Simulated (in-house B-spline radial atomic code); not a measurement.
Computed with a B-spline radial atomic code. Model: two electrons, singlet ground state, non-relativistic, full CI in B-splines with partial waves to l = 8 (at full coupling up to 3e-4 hartree above the limit, correlation up to 0.6 % small), density held at that of full coupling by Lieb maximisation.

W(λ) is the mean repulsion in the state of coupling λ less the Hartree energy of the fixed density. Its start is exact exchange, its initial slope is twice the second-order Görling-Levy correlation energy, and its area from 0 to 1 is E_xc. A straight curve means weak, dynamic correlation, and a curve that drops fast and flattens means strong correlation.

Command:
```bash
python run_ac.py task.json out
```
Settings (lengths in bohr, energies in hartree):
```
potential              coulomb
strength               0.926
lmax                   8
wall_radius            5.33
```

Time taken, with all properties: 3 s on 1 thread of Intel(R) Xeon(R) Processor @ 2.30GHz, with other jobs on the host.

**W = mean repulsion less Hartree energy, and W of three functionals.**

Given: confinement point charge; nuclear charge 0.926; hard wall radius 5.33 bohr; external potential -Z/r.

Computed: LDA exchange minus exact 65.763 millihartree; PBE exchange minus exact 11.471 millihartree.

| coupling | W xc (hartree) | W xc minus exchange (millihartree) | kinetic minus Kohn-Sham (millihartree) | LDA (PW92) W minus its exchange (millihartree) | PBE W minus its exchange (millihartree) | SCAN W minus its exchange (millihartree) |
| --- | --- | --- | --- | --- | --- | --- |
| 0 | -0.46269 | 0 | 0 | 0 | 0 | 0 |
| 0.02 | -0.46457 | -1.876 | 0.02 | -10.06 | -2 | -1.84 |
| 0.05 | -0.46731 | -4.62 | 0.11 | -19.92 | -5.02 | -4.5 |
| 0.12 | ? | ? | ? | ? | ? | ? |
| 0.25 | ? | ? | ? | ? | ? | ? |
| 0.4 | -0.49405 | -31.355 | 5.87 | -77.13 | -35.67 | -29.69 |
| 0.6 | -0.50596 | -43.263 | 11.79 | -96.19 | -49.44 | -40.91 |
| 0.8 | -0.51609 | -53.395 | 18.86 | -111.26 | -61.2 | -50.56 |
| 1 | -0.52481 | -62.116 | 26.69 | -123.71 | -71.37 | -58.96 |
| 1.4 | -0.53905 | -76.356 | 43.65 | -143.43 | -88.17 | -72.92 |
| 2 | -0.55488 | -92.184 | 70.29 | -165.06 | -107.36 | -88.86 |
| 3 | -0.5726 | -109.91 | 113.93 | -189.69 | -129.89 | -107.26 |
| 4.5 | -0.58891 | -126.21 | 174.01 | -213.49 | -152.17 | -124.53 |
| 7 | -0.60433 | -141.63 | 260.73 | -237.71 | -175.17 | -140.61 |
| 10 | -0.61491 | -152.21 | 349.31 | -255.61 | -192.32 | -150.96 |

(1) What belongs in the row 0.12?

(2) What belongs in the row 0.25?

(3) What is the SCAN exchange minus exact?

**Energy parts, natural occupations and partial-wave weights.**

Computed: total energy -0.3632 hartree; exchange energy -0.46269 hartree; kinetic part of the DFT correlation energy 0.026688 hartree; kinetic part over minus potential part 0.42964; Hartree energy 0.92539 hartree; Kohn-Sham kinetic 0.58005 hartree; Lieb Oxford ratio E_xc over LDA exchange 1.2549.

```tsv
natural	occupation of the shell (electrons)
s	1.9468
p	0.035055
s	0.016301
d	0.0009195
p	?
s	0.00010651
```

(4) What belongs in the row p?

```csv
wave,weight
s,0.98163
p,0.017795
d,0.00049512
f,?
g,1.2932e-05
```

(5) What belongs in the row f?

(6) What is the initial slope twice GL2?

(7) What is the correlation energy?

## Answers

(1) W xc (hartree): -0.4734; W xc minus exchange (millihartree): -10.706; kinetic minus Kohn-Sham (millihartree): 0.63; LDA (PW92) W minus its exchange (millihartree): -36.61; PBE W minus its exchange (millihartree): -11.89; SCAN W minus its exchange (millihartree): -10.29.

(2) W xc (hartree): -0.48366; W xc minus exchange (millihartree): -20.963; kinetic minus Kohn-Sham (millihartree): 2.51; LDA (PW92) W minus its exchange (millihartree): -58.51; PBE W minus its exchange (millihartree): -23.67; SCAN W minus its exchange (millihartree): -19.94.

(3) -0.21123 millihartree.

(4) occupation of the shell (electrons): 0.00050492.

(5) weight: 5.9598e-05.

(6) -0.094776 hartree.

(7) -0.035428 hartree.

Half-way to full coupling W has made 60 % of its drop, against 50 % for a straight line, and second-order (GL2) theory, half the initial slope, overshoots the correlation energy by about 34 %: a marked bend. Over couplings 0 to 1 the errors in E_xc come to about +21 millihartree for LDA, +6.5 millihartree for PBE, +1.6 millihartree for SCAN, so SCAN is nearest. In LDA and PBE and SCAN the errors of exchange and correlation have opposite signs, so the sum is smaller than the larger of the two.
